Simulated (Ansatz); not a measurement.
`Cl[SiH]1CO1` + H₂Te → `[TeH][SiH]1CO1` + HCl  (ligand exchange at the Si–Cl bond)

Program: Ansatz. Geometries: PBE0-D4/def2-TZVP. ΔE: electronic, gas phase. CCSD(T)/CBS is the MP2 limit (def2-TZVPP, def2-QZVPP) plus CCSD(T) − MP2 in def2-TZVPP, frozen cores. This one scheme is used for every species. DFT in def2-TZVPP. Elements past krypton have def2 core potentials. For Te outer-core shells are correlated without core-valence functions, which leaves a few kJ/mol of doubt a bond.

CCSD(T)/CBS gives +32.2 kJ/mol.

Problem. Another level gave +39.2 kJ/mol. Which?
A. HF/def2-TZVPP
B. PBE0/def2-TZVPP
C. PBE-D4/def2-TZVPP
D. CCSD/def2-TZVPP

Solution. D. CCSD/def2-TZVPP 39.2, PBE-D4 29.2, PBE0 34.2, HF/def2-TZVPP 51.1 kJ/mol.

Largest T1 diagnostic among the species: 0.013.

The D4 term adds −4.5 kJ/mol with B3LYP and −2.6 kJ/mol with PBE0; it sums over pairs of atoms, weighted by their polarisabilities, and B3LYP, whose exchange is more repulsive, gets the larger term. In def2-TZVPP, CCSD(T) changes the Hartree–Fock value by −14.4 kJ/mol (the triples alone add −2.6 kJ/mol) and MP2 by −18.1 kJ/mol.

B3LYP here is the variant with VWN-RPA as its local correlation; programs differ in this.
